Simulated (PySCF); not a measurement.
Species: C2H12N2Si3 (charge +1 and doublet state).
SMILES with atom numbers: `[CH3:1][Si:2]1([CH3:3])[NH:4][SiH2:5][SiH2:6][NH+:7]1` (hydrogens: H8, H9, H10 on C1; H11, H12, H13 on C3; H14 on N4; H15, H16 on Si5; H17, H18 on Si6; H19 on N7)

Geometry (GFN2-xTB, Å), atoms numbered from 1 in this order:
```
atom  x, y, z in Å
C1     1.2452   -0.0132    2.0304
Si2    0.7366    0.0598    0.2108
C3     2.1111    0.2772   -1.0696
N4    -0.5169    1.2997   -0.0315
Si5   -2.1399    1.0827   -0.4764
Si6   -1.8888   -1.3973   -0.6780
N7    -0.2624   -1.3564   -0.1960
H8     0.3895   -0.1281    2.6906
H9     1.7705    0.8895    2.3277
H10    1.9164   -0.8464    2.2158
H11    2.6805    1.1835   -0.8855
H12    1.7178    0.3356   -2.0812
H13    2.8135   -0.5505   -1.0384
H14   -0.1927    2.2421    0.1233
H15   -2.5024    1.5309   -1.8148
H16   -3.1338    1.2606    0.5753
H17   -2.1453   -1.6850   -2.0840
H18   -2.8346   -1.9407    0.2883
H19    0.2261   -2.2346   -0.1140
```

The hyperfine couplings belong to this conformer and change with its torsions.

The calculation used UKS B3LYP, pcH-1 on C H N Si, non-relativistic, mean-field spin-orbit, GIAO (PySCF). Geometry: GFN2-xTB; no solvent, vibrations or thermal averaging. GFN2-xTB frequencies show an imaginary mode (37i cm⁻¹), so this geometry is no minimum at that level. Couplings are sensitive to structure, and on GFN2-xTB geometries they can be far from those on DFT ones, by a factor of two or more for some ions and for spin on atoms past the first row. No stability test was run, so a lower SCF solution isn't excluded.

Principal values of hyperfine tensors in MHz (contact, dipolar and spin–orbit terms together), for some of the nuclei:

| atom | isotope | A1 | A2 | A3 |
| --- | --- | --- | --- | --- |
| H16 | 1H | 122.57 | 128.90 | 136.84 |
| H17 | 1H | 107.86 | 114.25 | 121.82 |
| H19 | 1H | 37.05 | 39.02 | 50.14 |
| H14 | 1H | 34.60 | 36.72 | 49.79 |
| Si6 | 29Si | -132.64 | 14.99 | 18.12 |
| Si5 | 29Si | -132.10 | 15.41 | 19.10 |
| H18 | 1H | 20.96 | 27.27 | 34.24 |
| N4 | 14N | 4.59 | 4.84 | 15.50 |

Question: Split each tensor into its isotropic and traceless parts, and turn a_iso into mT with g = 2.0091.

Answer: a_iso = (A1 + A2 + A3)/3, Ti = Ai − a_iso; 1 mT corresponds to 28.119 MHz. The tensors hold a spin–orbit part: the run splits a_iso into a_FC + a_SO, and T includes its anisotropic share.

```csv
atom,a_iso (MHz),a_FC,a_SO,a_iso (mT),T1,T2,T3
H16,129.44,129.42,0.01,4.603,-6.87,-0.53,7.40
H17,114.65,114.63,0.01,4.077,-6.79,-0.39,7.18
H19,42.07,42.08,-0.02,1.496,-5.02,-3.05,8.07
H14,40.37,40.38,-0.01,1.436,-5.77,-3.65,9.41
Si6,-33.18,-33.17,-0.01,-1.180,-99.46,48.17,51.30
Si5,-32.53,-32.55,0.02,-1.157,-99.57,47.94,51.63
H18,27.49,27.48,0.01,0.978,-6.53,-0.22,6.75
N4,8.31,8.23,0.08,0.296,-3.72,-3.47,7.19
```

Question: What spin density at the nucleus of H18 lies behind its contact coupling (g_N = 5.58569)?

Answer: a_FC = 800.24 MHz bohr³ × g_N × ρ(0)/(2S). With a_FC = 27.48 MHz and 2S = 1, ρ(0) = 0.006147 bohr⁻³. In magnitude that is 1.9 % of the 1/π = 0.318 of a free hydrogen atom.

Question: H15 (1H, g_N = 5.58569) isn't in the table. Its spin density at the nucleus is 0.004271 bohr⁻³. What is its contact coupling?

Answer: By the same relation, a_FC = 19.09 MHz. Its full tensor has the principal values 12.62, 18.69, 25.99 MHz.

Question: In a single crystal, with the field along each principal axis of the tensor of H19 in turn, what first-order splitting does this nucleus give (isotropic g, quadrupole terms neglected)?

Answer: 2 lines (I = 1/2), spaced by |A_i|/(g × 13.996): 1.32, 1.39, 1.78 mT along the axes of A1, A2 and A3.

The SMILES draws the unpaired electron on N7; the largest computed Mulliken spin population is on Si6 (0.37 against 0.04).
